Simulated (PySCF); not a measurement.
## Dipole response of Mo⁺ (molybdenum, charge +1)

[Kr] 4d5, high-spin 6S determinant. Computed with PySCF 2.14 in aug-cc-pwCVTZ-PP with ECP28MDF, with scalar relativity through the core potential. Coupled (time-dependent) response in atomic units; α is the mean over directions.

```json
{"method": "PBE0", "mean α (bohr³)": "20.62", "C₆ (like pair)": "134.0", "S(−4)": "253.7"}
```

S(−4) is the Cauchy moment in α(ω) = α(0) + S(−4) ω² + …

α(iu) at PBE0:

| u (hartree) | α(iu) (bohr³) |
| --- | --- |
| 0 | 20.62 |
| 0.0500 | 20.02 |
| 0.100 | 18.52 |
| 0.200 | 14.98 |
| 0.300 | 12.18 |
| 0.500 | 8.634 |
| 0.750 | 6.113 |
| 1.00 | 4.585 |
| 1.50 | 2.860 |
| 2.00 | 1.941 |
| 3.00 | 1.044 |
| 5.00 | 0.4324 |

For an ion, C₆ is the dispersion term alone; charge-induced terms of lower order in 1/R come first.

Energies and moments cover only the electrons outside the core potential.
